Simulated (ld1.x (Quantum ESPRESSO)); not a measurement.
# revPBE PAW dataset for Ti (Z = 22), scalar-relativistic all-electron reference.

```
Element                 : Ti
Generator               : ld1.x (Quantum ESPRESSO) 7.5
Type                    : PAW
Functional              : revPBE
Relativity              : scalar-relativistic
Frozen core             : [Ne] 3s2
Valence charge          : 10
Reference configuration : 3p6 3d2 4s2 4p0
Partial waves           : 4s (bound): rcut 2.55, rcutus 3.55 bohr; 4s channel at 1.3 Ry: rcut 2.55, rcutus 3.55 bohr; 3p (bound): rcut 1.80, rcutus 2.20 bohr; 4p (bound, empty): rcut 1.80, rcutus 2.20 bohr; 3d (bound): rcut 2.10, rcutus 2.50 bohr; 3d channel at 0.3 Ry: rcut 2.10, rcutus 2.50 bohr
Local potential         : all-electron potential smoothed inside 1.80 bohr (lloc = -1)
Core correction         : Bessel-smoothed model core, default radius (core density twice the valence density)
Augmentation charge     : PSQ, inside the norm-conserving radii
```

**Question.** Does the generator finish with these settings?

**Answer.** Yes, a potential is produced and its reference levels are reproduced.

**Question.** Does the potential have ghost states?

**Answer.** Ghost state, extra bound levels that the all-electron valence spectrum of the same l lacks: s at -14.2 eV (p not tested). A true bound ghost makes a file unfit for plane-wave use.

**Question.** Is the overlap operator S = 1 + Σ q|β⟩⟨β| positive definite (Bessel basis up to 400 Ry)?

**Answer.** No: its lowest eigenvalue is -0.057, in the p channel, so the generalised eigenproblem breaks down once the basis is large enough.

Its largest configuration-test error is +11 meV (3p6 3d2 4s0 4p2). 4 of 7 tests not solved or not reliable. Not counted: 3p6 3d3 4s1 4p0 (solver errors, printed error -856 eV); 3p6 3d3 4s0 4p0 (solver errors, printed error -797 eV); 3p6 3d1 4s0 4p0 (solver errors, printed error -535 eV); 1 more.

Its overlap operator is not positive definite in a basis up to 400 Ry (lowest eigenvalue p -0.06), so the file is unfit for use: the generalised eigenproblem breaks down once the basis is large enough, and its test numbers describe a broken file.
